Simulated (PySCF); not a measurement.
Computed shifts of a molecule C3H7ClOSi, PBE0/pcSseg-1 (PySCF), GIAO, gas phase, atoms alike by connectivity averaged where their shifts nearly agree, in ppm (number of nuclei): ¹³C: 158.7 (1), 136.5 (1), -1.4 (1). ²⁹Si: -8.7 (1). ¹H: 6.53 (2), 5.16 (1), 1.54 (1), 0.70 (3). References: ¹³C against TMS (σ = 186.3 ppm); ³⁵Cl against HCl (σ = 945.9 ppm); ²⁹Si against TMS (σ = 352.7 ppm); ¹⁷O against H2O (σ = 334.2 ppm); ¹H against TMS (σ = 31.56 ppm), references at their B3LYP-D3(BJ)/def2-TZVP geometries, non-relativistic (without spin–orbit terms, shifts of atoms bonded to Cl or Br come out too high). Geometry: ωB97X-D3(BJ)/def2-SVP. One conformer was computed; it need not be the lowest.

### Question
Pick the molecule that these values belong to.
A. C=C(Cl)[Si@@H](C)O
B. O[C@@H]1CC[Si@@H]1Cl
C. O=C([SiH3])CCCl
D. C=C(OC)[SiH2]Cl

### Answer
A, C=C(Cl)[Si@@H](C)O
